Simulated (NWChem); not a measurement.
CsBr; SMILES [Br][Cs]

Program: NWChem. Structure relaxed at the PBE0-D3(BJ)/def2-TZVP level. def2 effective core potentials on Cs; no spin-orbit coupling. Vertical excitations in the gas phase; the lowest state need not have the same character in each row.

| level | lowest excitation, singlet (eV) | oscillator strength of that lowest state | lowest state with f > 0.02, singlet (eV) | oscillator strength of that bright state | orbital gap (eV) |
|---|---|---|---|---|---|
| PBE/def2-SVP, TDA | 2.65 | 0.006 | 2.96 | 0.084 | 2.65 |
| B3LYP/def2-SVP, TDA | 3.09 | 0.009 | 3.33 | 0.074 | 3.75 |
| LRC-wPBEh/def2-SVP, TDA | … | … | … | … | … |
| PBE0/def2-SVP, TDA | 3.43 | 0.010 | 3.65 | 0.069 | 4.24 |

Complete the blanks.


- LRC-wPBEh/def2-SVP, TDA, lowest excitation, singlet (eV): 4.05
- LRC-wPBEh/def2-SVP, TDA, oscillator strength of that lowest state: 0.024
- LRC-wPBEh/def2-SVP, TDA, lowest state with f > 0.02, singlet (eV): 4.05
- LRC-wPBEh/def2-SVP, TDA, oscillator strength of that bright state: 0.024
- LRC-wPBEh/def2-SVP, TDA, orbital gap (eV): 6.94
